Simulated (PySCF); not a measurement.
Isomers of C6H9NOSi, mass 139.045 u with the commonest isotopes. Level of theory: PBE0/pcSseg-1 in PySCF (dipole) on a GFN2-xTB geometry, gas phase. One conformer each, none proved a minimum here; rigid rotors.

**Question.** Order these by rotational constant B, largest first.
A. `[CH:1]#[C:2][C:3](=[CH2:4])[SiH2:5][NH:6][C:7]([CH3:8])=[O:9]` with C2–C3–Si5–N6 6°, C3–Si5–N6–C7 180°, Si5–N6–C7–C8 -179°
B. `[CH3:1][O:2][C:3]1=[CH:4][C@H:5]([C:6]#[N:7])[SiH2:8][CH2:9]1` with C1–O2–C3–C4 1°
C. `[CH3:1][O:2][Si@@H:3]1[CH2:4][CH:5]=[C:6]([C:7]#[N:8])[CH2:9]1` with C1–O2–Si3–C4 -179°

**Answer.** B (996.9 MHz), A (822.0 MHz), C (745.9 MHz).

**Question.** Order these by rotational constant A, smallest first.
A. `[CH3:1][O:2][C:3]1=[CH:4][C@H:5]([C:6]#[N:7])[SiH2:8][CH2:9]1` with C1–O2–C3–C4 1°
B. `[CH3:1][O:2][Si@@H:3]1[CH2:4][CH:5]=[C:6]([C:7]#[N:8])[CH2:9]1` with C1–O2–Si3–C4 -179°
C. `[CH:1]#[C:2][C:3](=[CH2:4])[SiH2:5][NH:6][C:7]([CH3:8])=[O:9]` with C2–C3–Si5–N6 6°, C3–Si5–N6–C7 180°, Si5–N6–C7–C8 -179°

**Answer.** A (2107 MHz), C (2521 MHz), B (3309 MHz).

**Question.** Order these by out-of-plane moment Σ m c² = (Ia + Ib − Ic)/2, largest first.
A. `[CH3:1][O:2][Si@@H:3]1[CH2:4][CH:5]=[C:6]([C:7]#[N:8])[CH2:9]1` with C1–O2–Si3–C4 -179°
B. `[CH:1]#[C:2][C:3](=[CH2:4])[SiH2:5][NH:6][C:7]([CH3:8])=[O:9]` with C2–C3–Si5–N6 6°, C3–Si5–N6–C7 180°, Si5–N6–C7–C8 -179°
C. `[CH3:1][O:2][C:3]1=[CH:4][C@H:5]([C:6]#[N:7])[SiH2:8][CH2:9]1` with C1–O2–C3–C4 1°

**Answer.** A (28.70 u·Å²), C (28.03 u·Å²), B (5.09 u·Å²).

```csv
SMILES,point group,Ia (u·Å²),Ib (u·Å²),Ic (u·Å²),κ,μa (D),μb (D),μc (D)
C#CC(=C)[SiH2]NC(C)=O,near Cs,200.44,614.84,805.09,-0.79,1.48,2.77,0.26
CO[Si@@H]1CC=C(C#N)C1,C1,152.71,677.54,772.84,-0.93,5.08,0.78,0.68
COC1=C[C@H](C#N)[SiH2]C1,C1,239.83,506.93,690.70,-0.61,3.24,2.15,1.86
```
